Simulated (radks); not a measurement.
Values are calculated unless marked as measured or tabulated.
Radial electron density D(r) = 4 pi r^2 rho(r) of an atom or ion with 17 electrons. Level of theory: non-relativistic Kohn-Sham, Slater X-alpha with alpha = 0.851, spin-unpolarised, spherical densities, point nucleus (a radial shooting solver on a logarithmic mesh with Libxc functionals).

r (bohr),D(r) (e/bohr)
0.003336,0.5612
0.00424,0.8762
0.005348,1.336
0.006798,2.044
0.008573,3.039
0.0109,4.496
0.01374,6.420
0.01747,9.010
0.02204,12.06
0.02801,15.57
0.03533,18.84
0.04491,21.36
0.05664,22.23
0.072,21.13
0.0908,18.67
0.1154,16.39
0.1456,16.30
0.1851,18.95
0.2334,22.19
0.2967,22.62
0.3741,18.39
0.4756,11.37
0.5998,6.396
0.7625,5.354
0.9616,6.322
1.222,6.116
1.542,4.118
1.96,1.804
2.472,0.5186
3.142,0.08313
3.963,0.007573

What is the nuclear charge?

Answer. Z = 19. The innermost maximum, from 1s, lies near 1/Z = 0.0526 bohr (found: 0.0562), and its height grows with Z. The density is that of the potassium ion K2+ in [Ne] 3s2 3p5; the configuration itself is not fixed sharply by these data, and Z only to about a unit. D(r) has 3 maxima, at r = 0.0562, 0.270, 1.07 bohr, and minima at 0.131, 0.721 bohr, inside which lie 2.16, 10.37 electrons.
